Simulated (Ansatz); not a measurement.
OsSO₃⁺, that is OsO3S with one electron fewer. The state is a doublet with charge 1. Geometry r2SCAN-D4/def2-SVP; atoms count from 1.

```
atom   x (Å)   y (Å)   z (Å)
 Os1   0.009   0.018   0.139
  O2   1.036  -1.119   0.857
  O3   0.662   1.585   0.162
  O4  -1.509  -0.057   0.882
  S5  -0.198  -0.427  -2.039
```

In the def2 sets Os takes a core potential; there is no spin–orbit coupling.

Question: Estimate the Mulliken populations from the PBE0/def2-TZVP orbitals of Ansatz.

Answer: 
```csv
atom,charge (e),spin (α − β),d electrons
Os1,1.46,-0.14,5.43
O2,-0.23,-0.04,–
O3,-0.21,0.26,–
O4,-0.23,-0.04,–
S5,0.20,0.95,–
```
Mulliken values depend strongly on the basis.

Question: Where does the spin sit?

Answer: Summed by element: Os -0.14, O 0.19, S 0.95, of 1 unpaired in all. Largest on single atoms: S5 0.95, O3 0.26, Os1 -0.14.

Question: And the Mayer bond orders between heavy atoms (over 0.3)?

Answer: Os1–O2 1.83 (1.69 Å); Os1–O3 1.81 (1.70 Å); Os1–O4 1.83 (1.69 Å); Os1–S5 1.30 (2.23 Å).
